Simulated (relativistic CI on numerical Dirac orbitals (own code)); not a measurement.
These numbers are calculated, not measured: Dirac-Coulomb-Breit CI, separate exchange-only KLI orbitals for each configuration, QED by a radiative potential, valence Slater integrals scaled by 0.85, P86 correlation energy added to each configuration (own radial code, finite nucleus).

Configurations in the expansion (outside the closed core [Ne] 3s2): 3p6.3d2, 3p6.3d.4s, 3p6.3d.4p, 3p6.4s2, 3p6.3d.5s, 3p6.3d.4d, 3p6.3d.5p, 3p6.4s.4p, 3p6.3d.4f, 3p6.3d.5d, 3p6.3d.6s, 3p6.3d.6p, 3p6.3d.5f, 3p6.3d.5g, 3p5.3d3, 3p6.3d.6d, 3p6.4p2, 3p6.4s.4d. Levels of other configurations are missing.

Correlation outside the listed configurations is missing or only estimated: errors of thousands of cm⁻¹ between configurations and terms are usual at this charge. Rates and lifetimes follow the computed energies and can be off by large factors. The fine structure of a lone outer electron comes out too small, for d and f at times inverted, and misplaced configurations move strength between like terms. 61 of the 64 excited levels that our extract of the measured tables holds in this range could be paired (the sources list more); they are missed by 846 cm⁻¹ on average and 3022 at most, and levels without a partner can miss by more.

Outline of the computed level scheme of Ti III. Lowest level of each configuration: 3p6.3d2 3F_2 at 0.0000 eV; 3p6.3d.4s 3D_1 at 4.9374 eV; 3p6.3d.4p 1D°_2 at 9.4587 eV; 3p6.4s2 1S_0 at 13.1036 eV; 3p6.3d.4d 1F_3 at 15.7617 eV; 3p6.3d.5s 3D_1 at 16.5216 eV.

Some strong electric-dipole decays among the lowest 45 levels: 3p6.3d.4d 3G_5 → 3p6.3d.4p 3F°_4 (1.1e+09 s⁻¹); 3p6.3d.4d 3G_4 → 3p6.3d.4p 3F°_3 (9.4e+08 s⁻¹); 3p6.3d.4d 3G_3 → 3p6.3d.4p 3F°_2 (9.4e+08 s⁻¹); 3p6.3d.4d 3F_2 → 3p6.3d.4p 3D°_1 (8.1e+08 s⁻¹); 3p6.3d.4p 1F°_3 → 3p6.3d2 1G_4 (8.0e+08 s⁻¹); 3p6.3d.4d 1F_3 → 3p6.3d.4p 1D°_2 (7.8e+08 s⁻¹); 3p6.3d.5s 1D_2 → 3p6.3d.4p 1D°_2 (7.7e+08 s⁻¹); 3p6.3d.4d 3F_4 → 3p6.3d.4p 3D°_3 (7.5e+08 s⁻¹).

Rates of lines that live on the mixing of spin multiplicities can be off by large factors.
